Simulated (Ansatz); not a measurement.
Isomers of Ga2Te3⁺ (doublet), relaxed with r2SCAN-D4/def2-SVP; total energies from Ansatz at B2PLYP/def2-TZVP.

```json
{"isomer": "A", "description": "point group not assigned; 5 × Ga–Te 2.46 to 2.79 Å; 1 × Te–Te 2.83 Å", "energy (Eh)": "-4652.43637"}
{"isomer": "B", "description": "point group not assigned; 4 × Ga–Te 2.90 to 2.91 Å; 2 × Te–Te 2.75 Å", "energy (Eh)": "-4652.44503"}
{"isomer": "C", "description": "point group Cs; 4 × Ga–Te 2.42 to 2.81 Å; 1 × Te–Te 2.74 Å", "energy (Eh)": "-4652.44240"}
```

In the def2 sets Te takes a core potential; there is no spin–orbit coupling. Correlated methods freeze 30 core orbitals; core or outer-core shells of Ga, Te are correlated, in sets that lack core-valence functions.

The isomers come from a short search, and lower ones may exist.

Task: Work out the relative energies (1 Eh = 2625.5 kJ/mol) and the Boltzmann populations at 800 K from electronic energies alone (R = 8.314 J/mol/K).

Result: ΔE: A 22.7, B 0.0, C 6.9 kJ/mol. RT = 6.65 kJ/mol. Factors exp(−ΔE/RT): A 0.0329, B 1, C 0.354; sum 1.387. Populations: A 2.4 %, B 72.1 %, C 25.5 %. Zero-point energy, vibrational entropy and symmetry numbers are left out and can shift these; an error of 4 kJ/mol changes a ratio by a factor of 1.8. Over the other density-functional and correlated levels in def2 sets, the gap between B and C ranges from -14 to 38 kJ/mol.
